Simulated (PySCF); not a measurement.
How the method moves the HOMO and LUMO of `BN[Si@H](C)N`

CH₉BN₂Si.
Geometry (PBE0-D3(BJ)/def2-SVP, Å), atoms numbered from 1 in this order:
```
atom  x, y, z in Å
B1     1.8062   -1.5967   -0.5443
N2     0.6519   -0.8350   -0.7569
Si3    0.0226    0.4820    0.2330
C4    -1.5321   -0.0045    1.1507
N5    -0.4102    1.7560   -0.8551
H6     2.5147   -1.3485    0.4066
H7     2.0875   -2.4927   -1.3110
H8     0.0895   -1.0668   -1.5726
H9     1.1179    0.7799    1.2054
H10   -2.3287   -0.2985    0.4496
H11   -1.9086    0.8277    1.7671
H12   -1.3311   -0.8537    1.8215
H13   -1.1024    2.4389   -0.5684
H14    0.3025    2.1916   -1.4306
```

Basis pcSseg-1 throughout (PySCF), one geometry. One conformer (not necessarily the lowest) at the PBE0-D3(BJ)/def2-SVP geometry, without solvent, vibrations or thermal averaging.

How do the orbital energies, the gap and the dipole change with the method?

```csv
method,kind,HOMO (eV),LUMO (eV),gap (eV),μ (D),SCF cycles
BLYP,GGA,-5.91,-0.65,5.26,2.75,15
OPBE,GGA,-6.03,-0.67,5.36,2.74,14
B97-D,GGA,-6.05,-0.63,5.42,2.68,14
PBE,GGA,-6.05,-0.81,5.24,2.78,14
KT3,GGA,-6.14,-0.74,5.40,2.64,14
KT2,GGA,-6.14,-0.80,5.34,2.67,14
BP86,GGA,-6.16,-0.86,5.30,2.76,14
LDA,LDA,-6.17,-1.05,5.13,2.85,15
B97-2,global hybrid,-7.21,0.18,7.39,2.58,13
B3LYP,global hybrid,-7.22,-0.05,7.18,2.62,13
PBE0,global hybrid,-7.48,0.17,7.65,2.62,14
mPW1PW91,global hybrid,-7.52,0.18,7.70,2.59,13
BHandHLYP,global hybrid,-8.80,1.19,10.00,2.45,12
CAM-B3LYP,range-separated hybrid,-8.89,1.28,10.17,2.57,12
wB97X-D,range-separated hybrid,-9.40,2.05,11.45,2.54,13
LC-wPBE,range-separated hybrid,-10.31,2.47,12.78,2.53,13
HF,Hartree–Fock,-10.91,3.61,14.52,2.24,10
```

The HOMO spans 5.00 eV, from BLYP down to HF, and the gap runs from 5.13 eV (LDA) to 14.52 eV (HF). Over the methods BLYP (0 %), OPBE (0 %), B97-D (0 %), PBE (0 %), KT3 (0 %), KT2 (0 %), BP86 (0 %), LDA (0 %), B97-2 (21 %), B3LYP (20 %), PBE0 (25 %), mPW1PW91 (25 %), BHandHLYP (50 %), HF (100 %), a straight line through the gap against the share of exact exchange rises by 0.93 eV for each 10 % (correlation coefficient 0.999). The dipole ranges from 2.24 D (HF) to 2.85 D (LDA). This basis has no diffuse functions.
